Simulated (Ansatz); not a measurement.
`C[SiH](C)Br` + HBr → `C[SiH](Br)Br` + CH₄ at 298.15 K and 1 bar (ligand exchange at the Si–C bond).

Isolated molecules relaxed with PBE0-D4/def2-TZVP in Ansatz; ΔE leaves out vibrations. CBS: MP2 limit from def2 TZ/QZ plus the TZ coupled-cluster correction, frozen cores. This one scheme is used for every species. For Br outer-core shells are correlated without core-valence functions, which leaves a few kJ/mol of doubt a bond. Scalar relativity is left out up to krypton.

```
       species  CCSD(T)/CBS energy (Eh)  H − E (kJ/mol)  S (J/(mol·K))
 `C[SiH](C)Br`              -2942.79434           239.9          346.7
           HBr              -2573.91920            24.6          198.6
`C[SiH](Br)Br`              -5476.28894           145.6          353.0
           CH₄                -40.46206           127.4          186.2
```

H − E and S are ideal-gas, rigid-rotor, harmonic terms from PBE0-D4/def2-TZVP. 1 Eh = 2625.50 kJ/mol, R = 8.31446 J/(mol·K).

**Question.** By hand: ΔE, ΔH, ΔS and ΔG.

**Answer.** ΔE = (-5476.28894) + (-40.46206) − (-2942.79434) − (-2573.91920) = -0.03746 Eh = -98.4 kJ/mol. Δ(H − E) = 145.6 + 127.4 − 239.9 − 24.6 = 8.5, so ΔH = -89.9 kJ/mol. ΔS = 353.0 + 186.2 − 346.7 − 198.6 = -6.1 J/(mol·K). ΔG = -89.9 − 298.15 × (-6.1)/1000 = -88.1 kJ/mol.

**Question.** By hand: the equilibrium constant, and the temperature at which ΔG would vanish if ΔH and ΔS stayed fixed.

**Answer.** log₁₀ K = −ΔG/(RT ln 10) = 15.4. ΔG = 0 at ΔH/ΔS = 14738 K, far beyond where these terms or the molecules hold.

The number of gas molecules stays the same, so ΔS is small and ΔH decides. A doubt of 5 kJ/mol in ΔE shifts log₁₀ K by 0.9 here. These are equilibria of isolated gas molecules and say nothing of rates. Largest T1 diagnostic: 0.008 (customary marks: 0.02 for closed shells, 0.045 for open ones).
